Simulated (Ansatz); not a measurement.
Isomers of NbS4 (doublet), relaxed with PBE0-D4/def2-SVP; total energies from Ansatz at PBE0-D4/def2-TZVP.

| isomer | description | energy (Eh) |
| --- | --- | --- |
| A | point group Cs; 3 × Nb–S 2.14 to 2.37 Å; 2 × S–S 2.12 Å | -1649.36450 |
| B | point group not assigned; 4 × Nb–S 2.34 to 2.36 Å; 2 × S–S 2.11 Å | -1649.35777 |
| C | point group Cs; 3 × Nb–S 2.15 to 2.43 Å; 2 × S–S 2.11 Å | -1649.36132 |

In the def2 sets Nb takes a core potential; there is no spin–orbit coupling.

The isomers come from a short search, and lower ones may exist.

Work out the relative energies (1 Eh = 2625.5 kJ/mol) and the Boltzmann populations at 500 K from electronic energies alone (R = 8.314 J/mol/K).

ΔE: A 0.0, B 17.7, C 8.3 kJ/mol. RT = 4.16 kJ/mol. Factors exp(−ΔE/RT): A 1, B 0.0142, C 0.136; sum 1.150. Populations: A 86.9 %, B 1.2 %, C 11.8 %. Zero-point energy, vibrational entropy and symmetry numbers are left out and can shift these; an error of 4 kJ/mol changes a ratio by a factor of 2.6. Over the other density-functional and correlated levels in def2 sets, the gap between A and C ranges from 9 to 21 kJ/mol.
